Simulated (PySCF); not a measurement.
Partial charges of `COCCP(C)C(C)C`

C₇H₁₇OP.
SMILES with atom numbers: `[CH3:1][O:2][CH2:3][CH2:4][P:5]([CH3:6])[CH:7]([CH3:8])[CH3:9]` (hydrogens: H10, H11, H12 on C1; H13, H14 on C3; H15, H16 on C4; H17, H18, H19 on C6; H20 on C7; H21, H22, H23 on C8; H24, H25, H26 on C9)

Cartesian coordinates in Å at the GFN2-xTB level; atoms count from 1:
```xyz
26
C7H17OP angstrom
C      3.7404   -0.2451   -0.7338
O      2.4681   -0.3727   -0.1605
C      2.0830    0.7295    0.6272
C      0.6201    0.5108    0.9746
P     -0.1967   -0.1422   -0.5825
C     -0.1884   -1.9375   -0.1389
C     -1.9759    0.2566   -0.0922
C     -2.9598   -0.5981   -0.8834
C     -2.2434    1.7339   -0.3648
H      4.5154   -0.1604    0.0388
H      3.7968    0.6348   -1.3864
H      3.9115   -1.1441   -1.3228
H      2.1992    1.6580    0.0476
H      2.7190    0.8046    1.5239
H      0.1649    1.4484    1.2928
H      0.5195   -0.2240    1.7754
H     -0.7328   -2.1180    0.7878
H     -0.6395   -2.5090   -0.9474
H      0.8467   -2.2482   -0.0282
H     -2.0996    0.0544    0.9799
H     -2.7810   -0.4871   -1.9516
H     -2.8698   -1.6506   -0.6271
H     -3.9826   -0.2854   -0.6754
H     -1.5340    2.3706    0.1607
H     -3.2480    2.0082   -0.0454
H     -2.1541    1.9350   -1.4305
```

Density: PBE0/pcSseg-1 (PySCF); schemes: Mulliken, IAO, Hirshfeld and ESP-fitted. The structure is a single GFN2-xTB conformer in the gas phase; no vibrational or solvent corrections.

Task: Atoms with like bonding are taken together and averaged. Do the Mulliken, IAO, Hirshfeld and ESP-fitted schemes agree on where the charge is highest?

Result: The schemes don't all agree: Mulliken P5 (+0.337); IAO P5 (+0.482); Hirshfeld P5 (+0.148); ESP-fitted C7 (+0.596).

Task: For which atoms does the sign change between the 4 schemes (beyond +0.03 e in one, beyond −0.03 e in another)?

Result: C3, C4, P5, C7 and H20. Atomic charges aren't observables, and each scheme defines them in its own way.

Task: What partial charge does each atom carry?

Result: In e; atoms taken as equivalent share a row and are averaged (×n: the atom named and its like, n in all):

```
       atom                     environment  Mulliken     IAO  Hirshfeld  ESP-fitted
         C1                  methoxy carbon    -0.013  -0.200     -0.039      -0.429
         O2                    ether oxygen    -0.537  -0.390     -0.114      +0.003
         C3      sp3 carbon bound to oxygen    +0.085  -0.043     -0.003      -0.180
         C4  sp3 carbon bound to phosphorus    -0.449  -0.439     -0.120      +0.048
         P5            phosphine phosphorus    +0.337  +0.482     +0.148      -0.419
         C6  sp3 carbon bound to phosphorus    -0.477  -0.607     -0.171      -0.126
         C7  sp3 carbon bound to phosphorus    -0.557  -0.266     -0.066      +0.596
      C8/C9                   methyl carbon    -0.214  -0.414     -0.124      -0.585
H10/H11/H12                 methyl hydrogen    +0.100  +0.134     +0.042      +0.151
    H13/H14              methylene hydrogen    +0.104  +0.116     +0.031      +0.101
    H15/H16              methylene hydrogen    +0.145  +0.139     +0.039      +0.040
H17/H18/H19                 methyl hydrogen    +0.143  +0.149     +0.036      +0.057
        H20                methine hydrogen    +0.132  +0.118     +0.027      -0.065
   H21 (×6)                 methyl hydrogen    +0.113  +0.135     +0.036      +0.139
```

Mean size of the charges over all atoms: IAO 0.213 e, Mulliken 0.189 e, ESP-fitted 0.184 e, Hirshfeld 0.059 e. Each set sums to the total charge, 0, to within 0.001 e. The IAO scheme counts the electrons in orthogonalised intrinsic atomic orbitals, a minimal basis polarised so that it spans the occupied orbitals exactly.

Some averages cover members that differ in this geometry: C8/C9, ESP-fitted -0.811 to -0.359; H21 (×6), ESP-fitted +0.059 to +0.228; H17/H18/H19, ESP-fitted +0.032 to +0.099; H13/H14, ESP-fitted +0.076 to +0.126 e.

Task: Sum the charges by element, for elements with more than one atom.

Result: 
| element | atoms | Mulliken | IAO | Hirshfeld | ESP-fitted |
| --- | --- | --- | --- | --- | --- |
| C | 7 | -1.838 | -2.383 | -0.647 | -1.261 |
| H | 17 | +2.038 | +2.291 | +0.614 | +1.678 |

Task: How closely do the schemes follow one another over all atoms?

Result: Correlation coefficient and root-mean-square difference: IAO with Hirshfeld 1.00, 0.184 e; Mulliken with IAO 0.91, 0.104 e; Mulliken with Hirshfeld 0.91, 0.176 e; IAO with ESP-fitted 0.28, 0.311 e; Hirshfeld with ESP-fitted 0.28, 0.253 e; Mulliken with ESP-fitted 0.00, 0.357 e.
